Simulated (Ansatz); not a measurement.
Ansatz (a program for electronic structure) input:

Ansatz 0.2 input:
```yaml
crystal:
  periodic: [false, false, false]
  atoms:
    - {symbol: La, position_ang: [0.03573822, -0.30860268, 0.08254766]}
    - {symbol: F, position_ang: [2.13136139, -0.78223000, 0.06698704]}
    - {symbol: F, position_ang: [-0.94720024, -0.63086990, 1.96567731]}
    - {symbol: Cl, position_ang: [-0.74673699, 1.78283836, -1.35289388]}
basis:
  gaussian:
    orbitals: def2-TZVP
hamiltonian:
  xc: b3lyp
  dispersion: d3bj
phonons: {temperatures: {t_min: 298.15, t_max: 298.15, t_step: 100}}
```

**Question.** What final total energy does it print?

**Answer.** -691.86344 Eh (B3LYP-D3(BJ)/def2-TZVP). The basis has 139 functions. The run takes very roughly 24 core-seconds.
